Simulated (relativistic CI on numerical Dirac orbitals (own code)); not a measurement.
# What each ingredient does to the levels of Hg³¹⁺

Base calculation: Dirac-Coulomb-Breit CI, orbitals from a KLI potential per configuration, model QED (radiative potential, 1s self-energy scaled to tabulated hydrogen-like ionisation energies), unscaled Slater integrals.

Configuration list (outside the closed core [Ar] 3d10): 4s2.4p6.4d10.4f3, 4s2.4p6.4d9.4f4, 4s2.4p6.4d10.4f2.5s, 4s2.4p6.4d10.4f2.5p, 4s2.4p6.4d10.4f.5s2, 4s2.4p5.4d10.4f4, 4s2.4p6.4d10.4f.5s.5p, 4s2.4p6.4d10.4f2.5d, 4s2.4p6.4d10.4f.5p2, 4s.4p6.4d10.4f4, 4s2.4p6.4d10.4f.5s.5d, 4s2.4p6.4d9.4f3.5s, 4s2.4p4.4d10.4f5, 4s2.4p6.4d9.4f2.5s2, 4s2.4p6.4d10.4f2.5f, 4s2.4p6.4d10.4f.5p.5d, 4s2.4p6.4d9.4f3.5p, 4s2.4p6.4d10.4f2.6s, 4s2.4p6.4d10.4f.5d2, 4s2.4p6.4d10.4f2.5g, 4s2.4p6.4d10.4f2.6p, 4p6.4d10.4f5, 4s2.4p6.4d10.4f2.6d, 4s2.4p5.4d10.4f2.5s2, 4s2.4p5.4d10.4f3.5s, 4s2.4p6.4d10.4f2.7s, 4s2.4p6.4d10.4f2.6g, 4s.4p6.4d10.4f2.5s2, 4p6.4d10.4f4.5s. Levels of other configurations are missing.

The lowest level and the first level of each name with at least 55 % of one term (blank where a level has no safe partner in the second run):

```tsv
Level	Base (cm⁻¹)	Shift (cm⁻¹)
4s2.4p6.4d10.4f3 4I°_9/2	0	0
4s2.4p6.4d10.4f3 4I°_11/2	37308	-163
4s2.4p6.4d10.4f3 4I°_13/2	64943	-237
4s2.4p6.4d10.4f3 4I°_15/2	86325	-266
4s2.4p6.4d10.4f3 4G°_7/2	97209	-182
4s2.4p6.4d10.4f3 2K°_13/2	107779	-256
4s2.4p6.4d10.4f3 4F°_9/2	110076	-284
4s2.4p6.4d10.4f3 2H°_11/2	110121	-244
4s2.4p6.4d10.4f3 4G°_9/2	125410	-283
4s2.4p6.4d10.4f3 2D°_5/2	146503	-322
4s2.4p6.4d10.4f3 4G°_11/2	153983	-349
4s2.4p6.4d10.4f3 2I°_13/2	165954	-324
4s2.4p6.4d10.4f3 4D°_7/2	166227	-280
4s2.4p6.4d10.4f3 2L°_17/2	170815	-331
4s2.4p6.4d10.4f3 2F°_7/2	214995	-364
4s2.4p6.4d10.4f2.5s 4H_7/2	1580391	-5213
4s2.4p6.4d10.4f2.5s 4F_3/2	1605185	-5229
4s2.4p6.4d10.4f2.5s 4H_11/2	1627827	-5393
4s2.4p6.4d10.4f2.5s 4F_7/2	1641074	-5389
4s2.4p6.4d10.4f2.5s 2F_5/2	1648400	-5379
4s2.4p6.4d10.4f2.5s 4H_13/2	1659494	-5488
4s2.4p6.4d10.4f2.5s 2H_11/2	1669943	-5464
```

At this charge energies of transitions that change n are usually good to better than 1 %, and those within a shell (Δn = 0) to a few per cent. Terms inside the open d or f shell come out 10 to 20 % too wide with unscaled integrals.

One thing was changed in a second run, which moved the levels as shown. Which?
A. Breit term removed
B. configuration mixing switched off
C. QED terms removed
D. valence Slater integrals scaled by 0.9

C. QED terms removed. QED shifts follow the density of s (and p1/2) electrons at the nucleus, so configurations move by their count of such electrons; where none moves, the smaller shifts of p3/2 electrons and of j = l + 1/2 against j = l − 1/2 set the pattern.

LS names give the leading component of a level, which can be under half, so a name can repeat, a term be missing and a line seem to break the LS rules.
